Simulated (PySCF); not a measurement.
## C₆ coefficients of unlike pairs at PBE

Calculated with PySCF 2.14 from the dipole response of each species, C₆(A,B) = (3/π) ∫ α_A(iu) α_B(iu) du, in atomic units, from isotropic polarisabilities. For ions this is the dispersion term alone; charge-induced terms of lower order in 1/R come first.

```
species      configuration                                                                            basis     relativity  α (bohr³)  C₆ (like pair)
     Xe          [Xe] (1S)                                                  aug-cc-pwCVTZ-DK3 (10s9p7d4f1g)  spin-free X2C      28.53           307.5
     Ca      [Ar] 4s2 (1S)                                                            dyall-av2z (17s13p4d)           none      159.5            2208
     Al  [Ne] 3s2 3p1 (2P)  x2c-QZVPPall with one added diffuse shell each of s, p, d, f type (10s7p5d3f1g)  spin-free X2C      65.40           581.4
   Mn²⁺      [Ar] 3d5 (6S)                                                      aug-cc-pVTZ-DK (8s7p5d3f2g)  spin-free X2C      4.230           12.57
```

Question: Estimate C₆ for Mn²⁺ with Al.

Answer: The integral gives 64.19. The combination rule 2 C_A C_B / (C_A α_B/α_A + C_B α_A/α_B) gives 63.01 and the geometric mean 85.49.

No spin-orbit coupling is included.

The other pairs:

| pair | C₆ |
| --- | --- |
| Al, Xe | 379.8 |
| Mn²⁺, Xe | 58.78 |
| Al, Ca | 1103 |
| Ca, Xe | 658.8 |
| Mn²⁺, Ca | 108.3 |
